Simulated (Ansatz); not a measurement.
Mulliken charges of CH$_{6}$S$_{2}$Si (`C[SiH2]SS`) from B3LYP/def2-TZVPP in Ansatz (PBE0-D4/def2-TZVP geometry).

| atom | x (Å) | y (Å) | z (Å) | charge (e) |
| --- | --- | --- | --- | --- |
| C1 | -0.316 | 1.355 | -0.450 | -0.370 |
| Si2 | 0.316 | -0.365 | -0.770 | 0.388 |
| S3 | 1.477 | -1.123 | 0.875 | -0.190 |
| S4 | 0.011 | -1.056 | 2.328 | -0.129 |
| H5 | 0.513 | 2.051 | -0.306 | 0.109 |
| H6 | -0.917 | 1.699 | -1.296 | 0.105 |
| H7 | -0.943 | 1.369 | 0.444 | 0.112 |
| H8 | -0.807 | -1.305 | -1.027 | -0.069 |
| H9 | 1.263 | -0.397 | -1.918 | -0.074 |
| H10 | -0.514 | -2.279 | 2.123 | 0.118 |

Q: By hand: the dipole of these point charges (1 e Å = 4.8032 D).

A: Σ q r = (-0.287, 0.112, -0.255) e Å, of length 0.400 e Å = 1.92 D.

Q: How does the dipole of the full density compare? (Estimate.)

A: The calculation gave: (-0.238, 0.081, -0.153) e Å, 1.41 D; the point charges give 1.36 times that, at 9° from its direction.

Point charges leave out the atoms' own dipoles, such as those of lone pairs, and Mulliken's split depends on the basis, so the two needn't agree.

B3LYP here is the variant with VWN-RPA as its local correlation; programs differ in this.
